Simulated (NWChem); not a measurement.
System: CH5ClO2Si; SMILES CO[SiH](O)Cl

```xyz
10

Si     0.5755     0.1060    -0.4030
O      1.9705     0.6333     0.2779
Cl    -1.0304     1.3082     0.1220
O      0.2565    -1.4067     0.1548
C     -0.9353    -2.1406     0.0594
H      0.7516     0.1883    -1.8667
H      2.0573     0.5448     1.2323
H     -1.0853    -2.5363    -0.9604
H     -0.8788    -2.9938     0.7515
H     -1.8137    -1.5293     0.3289
```
Atoms are numbered in this order, from 1.

Level: PBE0/def2-SVP (NWChem), optimised geometry, unscaled harmonic frequencies. 

```
frequency (cm⁻¹)  IR intensity (km/mol)
----------------  ---------------------
74                                  2.4
99                                  0.3
146                                16.3
184                                34.3
286                                44.9
327                                31.3
349                                62.7
541                               100.9
754                                97.1
789                                29.4
843                               227.4
883                               212.4
965                               133.9
1179                               56.5
1183                               34.5
1234                              243.3
1473                                2.2
1478                                8.4
1480                                3.3
2325                              102.2
3030                               57.6
3115                               25.8
3150                               21.0
3929                              125.4
```

The zero-point energy is 42.6 kcal/mol and the thermal correction to the enthalpy at 298.15 K (with zero-point energy) is 47.8 kcal/mol. The heat capacity Cv comes out as 23.5 cal/(mol K) and the entropy at 298.15 K and 1 atm (symmetry number 1) comes out as 85.5 cal/(mol K). The dipole moment is 1.65 D.

Rigid rotor and harmonic oscillator; modes under 100 cm⁻¹ make the entropy uncertain.
